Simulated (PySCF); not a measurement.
Predicted microwave data (PBE0/pcSseg-1 in PySCF (dipole) on a GFN2-xTB geometry, gas phase) for one isomer of C3H12Si4:

| Item | Value |
| --- | --- |
| Rotational constants | A = 1161, B = 769.5, C = 647.3 MHz |
| Dipole components | \|μa\| = 0.39 D, \|μb\| = 0.41 D, \|μc\| = 0.09 D |
| Inertial defect | -311.35 u·Å² |
| κ | -0.52 |

Task: Which structure is it? (One computed conformer of each.)
A. `[CH:1]#[C:2][SiH2:3][Si@H:4]([SiH3:5])[SiH2:6][CH3:7]` with C2–Si3–Si4–Si5 -174°, Si3–Si4–Si6–C7 -58°
B. `[CH:1]#[C:2][SiH2:3][Si:4]([CH3:5])([SiH3:6])[SiH3:7]` with C2–Si3–Si4–C5 60°
C. `[CH:1]#[C:2][Si@@H:3]([CH3:4])[SiH:5]([SiH3:6])[SiH3:7]` with C2–Si3–Si5–Si6 -63°

Result: C. It is C#C[Si@@H](C)[SiH]([SiH3])[SiH3], an asymmetric top, point group C1. The candidates at the same level (rigid rotor, commonest isotopes):

```
                          SMILES  A (MHz)  B (MHz)  C (MHz)  μa (D)  μb (D)  μc (D)  Δ (u·Å²)  point group           rotor
  C#C[SiH2][Si@H]([SiH3])[SiH2]C     1259    792.8    516.3    0.63    0.63    0.38    -60.02           C1  asymmetric top
  C#C[SiH2][Si](C)([SiH3])[SiH3]     1393    727.2    595.9    0.11    0.26    0.97   -209.65           C1  asymmetric top
C#C[Si@@H](C)[SiH]([SiH3])[SiH3]     1161    769.5    647.3    0.39    0.41    0.09   -311.35           C1  asymmetric top
```

`C#C[SiH2][Si@H]([SiH3])[SiH2]C` has C 20 % too low; `C#C[SiH2][Si](C)([SiH3])[SiH3]` has A 20 % too high. No structure here is proved a minimum.
